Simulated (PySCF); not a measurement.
Compound: C₂H₅BrGe.
Atom-mapped SMILES: `[CH2:1]=[CH:2][GeH2:3][Br:4]` (hydrogens: H5, H6 on C1; H7 on C2; H8, H9 on Ge3)

A GFN2-xTB structure was refined with PBE0-D3(BJ)/def2-SVP geometry optimisation, gas phase in PySCF 2.14.0. Its GFN2-xTB values:

```csv
coordinate,GFN2-xTB
C1=C2,1.322 Å
C1–H5,1.079 Å
C1–H6,1.080 Å
C2–Ge3,1.953 Å
C2–H7,1.084 Å
Ge3–Br4,2.281 Å
Ge3–H8,1.513 Å
C1–C2–Ge3,123.4°
C2–Ge3–Br4,108.3°
C2–Ge3–H8,114.1°
C2–Ge3–H9,113.0°
Ge3–C2–H7,116.7°
Br4–Ge3–H8,104.6°
Br4–Ge3–H9,105.9°
H8–Ge3–H9,110.2°
```

Task: How do these coordinates change at the PBE0-D3(BJ)/def2-SVP level?

Result: 
| coordinate | PBE0-D3(BJ)/def2-SVP (Å or °) | change |
| --- | --- | --- |
| Ge3–Br4 | 2.318 | +0.037 |
| C2–Ge3 | 1.928 | -0.025 |
| Ge3–H8 | 1.537 | +0.024 |
| C1–H5 | 1.096 | +0.017 |
| C1–H6 | 1.096 | +0.016 |
| C1=C2 | 1.336 | +0.014 |
| C2–H7 | 1.096 | +0.012 |
| C2–Ge3–H9 | 110.5 | -2.5 |
| H8–Ge3–H9 | 112.0 | +1.8 |
| Br4–Ge3–H9 | 107.5 | +1.6 |
| Ge3–C2–H7 | 118.0 | +1.3 |
| Br4–Ge3–H8 | 105.9 | +1.3 |
| C1–C2–Ge3 | 122.1 | -1.3 |
| C2–Ge3–Br4 | 107.3 | -1.0 |
| C2–Ge3–H8 | 113.2 | -0.9 |

The energy falls by 1.3 kcal/mol over 6 energy and gradient evaluations, the largest force component goes from 0.0197 to 1.2e-04 Eh/bohr, and the atoms move by 0.041 Å rms after alignment. The bond that changes most is Ge3–Br4 (ends: germanium bonded to Br, C and 2 H; bromine bonded to Ge), which lengthens by 0.037 Å. Bonds longer at the end by more than 0.005 Å: 7 of 8; shorter: 1. Rotational constants go from 6135, 1350, 1163 to 6023, 1340, 1154 MHz.

The run used 117 basis functions and 39 SCF cycles in all. The run took 38 s wall on Arm Neoverse V1, one thread, on a shared host.

No frequency check. The numbers are those of one conformer.

Shape of the structure used: `[CH2:1]=[CH:2][GeH2:3][Br:4]`: C1–C2–Ge3–Br4 -114°.
